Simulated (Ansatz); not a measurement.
Reaction (ligand exchange at a B–C bond): `BC1=C[SiH2]O1` + `N=CF` → `BN=CF` + `C1=C[SiH2]O1`

Computed with Ansatz on PBE0-D4/def2-TZVP structures; ΔE is electronic, products minus reactants. CCSD(T)/CBS is the MP2 limit (def2-TZVPP, def2-QZVPP) plus CCSD(T) − MP2 in def2-TZVPP, frozen cores. This one scheme is used for every species. DFT in def2-TZVPP. B3LYP here is the variant with VWN-RPA as its local correlation; programs differ in this. Each species was taken in one conformer, which may not be the lowest.

| level | ΔE (kJ/mol) |
| --- | --- |
| B3LYP | -101.7 |
| HF/CBS(def2) | -84.3 |

**Question.** What does CCSD(T)/CBS give? (Best estimate.)

**Answer.** Ansatz gave: -87.4 kJ/mol. The listed levels differ from it by -14.3, 3.1 kJ/mol.

Largest T1 diagnostic among the species: 0.015.

The D4 term adds +3.0 kJ/mol with B3LYP and +1.7 kJ/mol with PBE0; it sums over pairs of atoms, weighted by their polarisabilities, and B3LYP, whose exchange is more repulsive, gets the larger term. Leaving LDA and LC-ωPBE aside and taking each functional with its dispersion term where it has one, the values, not all of them listed here, spread over 9.9 kJ/mol, from PBE-D4 to ωB97X-V. LDA lies −11.6 kJ/mol from PBE without D4. From PBE to PBE0 (25 % exact exchange), in def2-TZVPP and without D4, ΔE moves by +4.2 kJ/mol.
